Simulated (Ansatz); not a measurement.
`OC[Te][GeH3]` + H₂S → `[SH][GeH3]` + `OC[TeH]`  (ligand exchange at a Ge–Te bond)

Gas-phase electronic energies from Ansatz, PBE0-D4/def2-TZVP geometries. CCSD(T)/CBS is the MP2 limit (def2-TZVPP, def2-QZVPP) plus CCSD(T) − MP2 in def2-TZVPP, frozen cores. This one scheme is used for every species. DFT in def2-TZVPP. def2 core potentials past Kr. For Ge, Te outer-core shells are correlated without core-valence functions, which leaves a few kJ/mol of doubt a bond. Scalar relativity is left out up to krypton. One conformer a species, not always the lowest.

`OC[Te][GeH3]`:

```xyz
10

O    -1.229    0.919    1.742
C     0.068    0.468    1.547
Te    0.229   -1.540    0.692
Ge    0.337   -0.698   -1.711
H    -1.686    0.945    0.897
H     0.668    1.119    0.906
H     0.542    0.392    2.524
H    -0.943    0.078   -2.076
H     1.544    0.238   -1.893
H     0.470   -1.921   -2.628
```

H₂S:

Z-matrix (Å, degrees):
```
S
H 1 1.341
H 1 1.341 2 92.3
```

`[SH][GeH3]`:

```xyz
6

S    -1.613   -0.254   -0.546
Ge    0.376    0.026    0.410
H    -1.167   -0.021   -1.792
H     0.900    1.446    0.149
H     1.379   -1.007   -0.127
H     0.125   -0.191    1.906
```

`OC[TeH]`:

Z-matrix (Å, degrees):
```
C
Te 1 2.178
O 1 1.388 2 115.2
H 1 1.088 2 105.4 3 -118.4
H 1 1.093 2 105.3 3 126.2
H 2 1.658 1 93.0 3 -98.8
H 3 0.961 1 109.1 2 58.2
```

Task: Is it downhill or uphill in electronic energy at CCSD(T)/CBS, and by how much? (Estimate.)

Result: Ansatz gave: Uphill: ΔE = +0.24 eV.

Task: What do these levels give: PBE-D4, B2PLYP, r2SCAN, HF/def2-TZVPP, SCS-MP2/def2-TZVPP, SCS-MP2/def2-QZVPP? (Estimate.)

Result: The calculation gave: PBE-D4 0.22, B2PLYP 0.19, r2SCAN 0.20, HF/def2-TZVPP 0.13, SCS-MP2/def2-TZVPP 0.21, SCS-MP2/def2-QZVPP 0.23 eV.

Largest T1 diagnostic among the species: 0.011.

In def2-TZVPP, CCSD(T) changes the Hartree–Fock value by +0.06 eV (the triples alone add +0.01 eV) and MP2 by +0.11 eV. The D4 term adds +0.05 eV with B3LYP and +0.03 eV with PBE0; it sums over pairs of atoms, weighted by their polarisabilities, and B3LYP, whose exchange is more repulsive, gets the larger term.

B3LYP here is the variant with VWN-RPA as its local correlation; programs differ in this.
